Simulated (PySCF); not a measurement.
## Two-component Hartree-Fock for Ag(3+) (silver, charge +3)

Start: [Kr] 4d7 5p1; 4d3/2 filled at m_j = +1/2, +3/2; 4d5/2 filled at m_j = -3/2, -1/2, +1/2, +3/2, +5/2; 5p3/2 filled at m_j = +3/2. Calculated with PySCF 2.14 in x2c-TZVPall-2c with one added diffuse shell each of s, p, d type (9s10p8d1f, 86 functions): generalised Hartree-Fock with the X2C-1e Hamiltonian and a Gaussian nucleus; one run each with spin-orbit coupling (SO) switched off, then screened by Boettger's factors. This is a chosen level, not necessarily the ground level.

| spinor shell | electrons | ε, spin-free (eV) | ε, screened SO (eV) | weight of nominal j (screened SO) | rms radius, screened SO (bohr) |
| --- | --- | --- | --- | --- | --- |
| 1s1/2 | 2 | -25693.3 | -25691.3 | 1.000 | 0.0357 |
| 2s1/2 | 2 | -3910.3 | -3909.7 | 1.000 | 0.146 |
| 2p1/2 | 2 | -3505.4 | -3626.9 | 1.000 | 0.127 |
| 3s1/2 | 2 | -792.84 | -792.67 | 1.000 | 0.392 |
| 3p1/2 | 2 | -656.55 | -678.77 | 1.000 | 0.387 |
| 3p3/2 | 4 | -656.55 | -646.22 | 1.000 | 0.397 |
| 3d3/2 | 4 | -441.96 | -446.12 | 0.992 | 0.374 |
| 3d5/2 | 6 | -441.96 | -439.01 | 0.994 | 0.377 |
| 4s1/2 | 2 | -161.97 | -161.94 | 1.000 | 0.964 |
| 4p1/2 | 2 | -119.12 | -125.50 | 0.855 | 1.04 |
| 4p3/2 | 4 | -119.12 | -116.08 | 0.927 | 1.05 |
| 4d5/2 | 5 | -58.648 | -59.626 | 0.521 | 1.30 |
| 4d3/2 | 2 | -58.648 | -56.454 | 0.610 | 1.31 |
| 5p3/2 | 1 | -28.941 | -28.742 | 1.000 | 2.91 |

(1) Where does 2p3/2 lie, and what is the 2p spin-orbit splitting (screened SO)?

```json
{"quantity": "E (hartree)", "spin-free": "-5309.43161", "screened SO": "-5310.42506"}
{"quantity": "M_J", "spin-free": "6", "screened SO": "6"}
{"quantity": "⟨J²⟩", "spin-free": "42.006", "screened SO": "42.007"}
{"quantity": "⟨L²⟩", "spin-free": "20.005", "screened SO": "20.344"}
{"quantity": "⟨S²⟩", "spin-free": "6.001", "screened SO": "5.884"}
```

Each row is a mean over spinors that exchange with the open shell spreads, by up to 10.978 eV (4p3/2).

Rows whose weight is well below 1 are mixtures of j = l ± 1/2: exchange outweighs spin-orbit coupling there, and the label is only the starting occupation.

Breit and QED terms are absent; they matter most for the inner s and p1/2 levels.

Densities and radii are taken from the X2C orbitals without a picture-change correction, which distorts them close to the nucleus.

Without spin-orbit coupling the j labels of p, d and f shells carry no meaning; the spin-free column gives the mean over the occupied spinors of each nl shell.

Results:

(1) At -3449.2 eV, 177.63 eV above 2p1/2.
